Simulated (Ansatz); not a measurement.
Ansatz results at the PBE0-D4/def2-TZVP geometry: HOMO–LUMO gap (PBE/def2-TZVPP) 5.05 eV; HOMO energy (B3LYP/def2-TZVPP) -7.25 eV; HOMO energy (PBE0/def2-TZVPP) -7.44 eV.

Each molecule was computed in one conformer, which needn't be the lowest.

Question: Which molecule gave them?
A. `N[SiH](Cl)BO`
B. `[OH][SnH2][CH2][SiH3]`
C. `F[SiH]1CC1=S`
D. `CO[SiH2][SnH3]`

Answer: D. The others give `N[SiH](Cl)BO`: 4.15, -7.42, -7.65; `F[SiH]1CC1=S`: 1.35, -5.97, -6.19; `[OH][SnH2][CH2][SiH3]`: 5.35, -7.72, -7.96.

B3LYP here is the variant with VWN-RPA as its local correlation; programs differ in this.
